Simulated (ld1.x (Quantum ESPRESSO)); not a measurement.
u(r) = r·R(r): atom against pseudo-atom (I (Z = 53))

Columns: radius, all-electron u(r) and pseudo u(r) of the 4s shell (level -167.21 eV) of iodine in the configuration [Ar] 3d10 4s2 4p6 4d10 5s1.75 5p5.25; PBE, non-relativistic, PAW scheme, ld1.x (Quantum ESPRESSO) 7.5.

```
r (bohr)  all-electron   pseudo
   0.065       -0.4290  -0.3327
   0.130       -0.1580  -0.6512
   0.195        0.5587  -0.9420
   0.260        0.7617  -1.1937
   0.325        0.4798  -1.3974
   0.390       -0.0168  -1.5474
   0.455       -0.5177  -1.6412
   0.520       -0.9159  -1.6801
   0.585       -1.1792  -1.6679
   0.650       -1.3148  -1.6117
   0.715       -1.3480  -1.5200
   0.780       -1.3079  -1.4026
   0.845       -1.2208  -1.2694
   0.910       -1.1075  -1.1298
   0.975       -0.9833  -0.9915
   1.040       -0.8585  -0.8604
   1.105       -0.7396  -0.7397
   1.170       -0.6304  -0.6304
   1.235       -0.5327  -0.5327
   1.300       -0.4468  -0.4468
   1.365       -0.3726  -0.3726
   1.430       -0.3091  -0.3091
   1.495       -0.2553  -0.2553
   1.560       -0.2102  -0.2102
   1.625       -0.1725  -0.1725
   1.690       -0.1412  -0.1412
```

How many radial nodes do the two functions have?

The all-electron 4s function has n − l − 1 = 3 (the table is too coarse to show those close to the nucleus); the pseudo-wave has 0, since the states of the same l below it are removed with the core.

At about which radius was the pseudo-wave matched?

1.15 bohr, where the columns begin to agree (steps of 0.07 bohr).

Is the pseudo-wave norm-conserving?

No, it belongs to a PAW set: the norm inside the radius is not constrained, and the difference is carried by the augmentation charge.
